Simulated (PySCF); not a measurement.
BiH2Me, CH5Bi.
Bonds: Bi1–C4. Hydrogens: H2, H3 on Bi1; H5, H6, H7 on C4.

Computed with PBE0-D3(BJ)/def2-SVP geometry optimisation, gas phase, def2 core potentials past Kr in PySCF.

Question: Give the optimised bond lengths and angles.

Answer: 
| bond | length (bohr) |
| --- | --- |
| Bi1–H2, Bi1–H3 | 3.401 |
| Bi1–C4 | 4.305 |
| C4–H5, C4–H6, C4–H7 | 2.074 |

Bonds in one row agree within 0.02 bohr and their mean is given. A selection of angles:
| angle | degrees |
| --- | --- |
| H2–Bi1–H3 | 90.1 |
| H2–Bi1–C4 | 92.4 |
| H3–Bi1–C4 | 92.5 |
| Bi1–C4–H5 | 108.5 |
| Bi1–C4–H6 | 110.2 |
| H5–C4–H6 | 110.0 |

Bi1 (bismuth bonded to C and 2 H) is pyramidal (angles 92.5°, 92.4° and 90.1°, sum 275.0°, 1.08 Å off the plane of its three neighbours).

Point group: near Cs, missed by 0.09 Å at most; the miss may be what the optimiser left on a soft mode. PBE0-D3(BJ)/def2-SVP frequencies: not computed here.
